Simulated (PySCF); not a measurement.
How the method changes the constants of BeSi

State: ³Σ⁻ (triplet), unpaired electrons π ↑↑. Set-up: PySCF, no relativity, basis sets Be def2-SVPD, Si def2-SVPD. De refers to Be + Si in their high-spin ground configurations, without counterpoise correction. The functionals are run spin-unrestricted. A positive dipole means Be(−)Si(+). Levels whose curve was spin-contaminated or gave no clean fit are not listed.

```json
{"Level": "UHF", "Re (Å)": "2.163", "ωe (cm⁻¹)": "460", "De (eV)": "0.477", "μ (D)": "-3.21"}
{"Level": "UHF-MP2", "Re (Å)": "2.133", "ωe (cm⁻¹)": "617", "De (eV)": "1.10", "μ (D)": "n/a"}
{"Level": "UHF-SCS-MP2", "Re (Å)": "2.143", "ωe (cm⁻¹)": "572", "De (eV)": "0.89", "μ (D)": "n/a"}
{"Level": "UHF-CCSD", "Re (Å)": "2.195", "ωe (cm⁻¹)": "472", "De (eV)": "0.74", "μ (D)": "n/a"}
{"Level": "UHF-CCSD(T)", "Re (Å)": "2.183", "ωe (cm⁻¹)": "513", "De (eV)": "0.92", "μ (D)": "n/a"}
{"Level": "LDA", "Re (Å)": "2.104", "ωe (cm⁻¹)": "609", "De (eV)": "2.20", "μ (D)": "-1.90"}
{"Level": "PBE", "Re (Å)": "2.125", "ωe (cm⁻¹)": "582", "De (eV)": "1.86", "μ (D)": "-1.84"}
{"Level": "PBEsol", "Re (Å)": "2.121", "ωe (cm⁻¹)": "590", "De (eV)": "2.01", "μ (D)": "-1.90"}
{"Level": "TPSS", "Re (Å)": "2.117", "ωe (cm⁻¹)": "604", "De (eV)": "1.73", "μ (D)": "-2.08"}
```

The bond length runs from 2.104 Å (LDA) to 2.195 Å (UHF-CCSD). De spans 0.48 eV (UHF, mean field) to 2.20 eV (LDA, local density). Correlation at CCSD(T) changes the Hartree–Fock bond energy by +0.44 eV; the triples alone change it by +0.18 eV.

Correlated steps freeze 5 core orbitals. Correlated levels converge slowly with the basis: in double zeta they bind strong bonds too weakly, by up to about 1 eV, and carry superposition errors of some tenths. The CCSD T1 diagnostic is raised, a sign that a single reference may not be enough here. The state was picked by a PBE0 search and need not be the measured ground state.
